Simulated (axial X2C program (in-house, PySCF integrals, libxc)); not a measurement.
RuSn: properties at the nuclei

Computed with an in-house all-electron X2C program for linear molecules (integrals from PySCF): two-component X2C with atomic mean-field Coulomb and Gaunt terms, Gaussian nuclei, basis Sn dyall-cv3z, Ru dyall-cv3z with contracted cores.

R = 2.442 Å (near the PBE0 minimum at charge 0 of the determinant lowest at the starting distance; the state shown can have its own minimum elsewhere).

Input and command:
```json
{"zs": [50, 44], "q": 0, "bas": ["dyall-cv3z", "dyall-cv3z"], "r0": 2.65, "levels": ["PBE0", "HF", "r2SCAN", "BP86", "LDA"], "nst": 3}
```
```bash
python soeom.py task.json out
```

Keys: zs atomic numbers; q charge; bas basis sets; r0 starting distance in Å; levels methods; nst determinants followed.

Determinant lowest in the PBE0 search, Ω = 3 (⟨Sz⟩ = 1.00, ⟨Lz⟩ = 2.00 at PBE0), spin on the atoms Sn -0.41, Ru 1.41:

```json
{"level": "PBE0", "Eeff magnitude (GV/cm)": "1.79", "Ws magnitude Sn (kHz)": "0.213", "A∥/gI Sn (MHz)": "98.6", "qzz Sn (a.u.)": "-5.98", "A∥/gI Ru (MHz)": "772", "qzz Ru (a.u.)": "0.92", "μ (D)": "0.89"}
{"level": "HF", "Eeff magnitude (GV/cm)": "8.73", "Ws magnitude Sn (kHz)": "0.55", "A∥/gI Sn (MHz)": "222", "qzz Sn (a.u.)": "-2.45", "A∥/gI Ru (MHz)": "693", "qzz Ru (a.u.)": "1.40", "μ (D)": "1.35"}
{"level": "r2SCAN", "Eeff magnitude (GV/cm)": "2.31", "Ws magnitude Sn (kHz)": "0.352", "A∥/gI Sn (MHz)": "153", "qzz Sn (a.u.)": "-5.26", "A∥/gI Ru (MHz)": "880", "qzz Ru (a.u.)": "0.78", "μ (D)": "0.82"}
{"level": "BP86", "Eeff magnitude (GV/cm)": "1.87", "Ws magnitude Sn (kHz)": "0.24", "A∥/gI Sn (MHz)": "75.9", "qzz Sn (a.u.)": "-5.24", "A∥/gI Ru (MHz)": "862", "qzz Ru (a.u.)": "0.49", "μ (D)": "0.26"}
{"level": "LDA", "Eeff magnitude (GV/cm)": "1.85", "Ws magnitude Sn (kHz)": "0.222", "A∥/gI Sn (MHz)": "61.8", "qzz Sn (a.u.)": "-5.30", "A∥/gI Ru (MHz)": "888", "qzz Ru (a.u.)": "0.43", "μ (D)": "0.19"}
```

Eeff is the effective electric field on the electron electric dipole moment in this Ω state and Ws the scalar–pseudoscalar constant of the nucleus named (defined with the proton number Z and per Ω); A∥ (defined per Ω) follows by multiplying with gI = μI/(I μN); qzz is the electric field gradient, eQq0 = 234.96 MHz × Q/barn × qzz; μ is positive if the Ru end (last atom) is positive. The operators were transformed with the bare-nucleus X2C matrices; with these basis sets, hyperfine constants and field gradients can be off by tens of per cent, and where levels differ in sign neither size nor sign is settled.

Question: With gI(101Ru) = -0.2880 (g factors from the IAEA table of nuclear moments by Stone), turn the PBE0 values of the first state into constants in MHz.

Answer: A∥(101Ru) = 772 × -0.2880 = -222 MHz.

Each state is one determinant with collinear spin, which with several unpaired electrons need not be a pure state. Unrestricted Hartree–Fock can overshoot spin polarisation at the nuclei. In the state Ω = 3 the sign of Eeff differs between levels (HF against PBE0). With several open shells hyperfine constants can be off by a factor of several. Where Eeff spreads by more than a factor of two the levels disagree and none is to be relied on. In the state Ω = 3 the atomic spins oppose each other (-0.41, 1.41): a broken-symmetry determinant whose values are not spin-projected. Open-shell Ω = 0 determinants with evenly filled partner blocks cannot be reached by this program, so the Ω shown need not be the lowest component. States lie within half an eV, so the first need not be the ground state. The sign of Ws at Sn differs between levels in the first state. Further determinants of the search, some of them spin-mixed, are not shown. Where a field gradient or hyperfine factor spreads by more than a factor of two over the levels, a constant derived from it is not to be relied on.
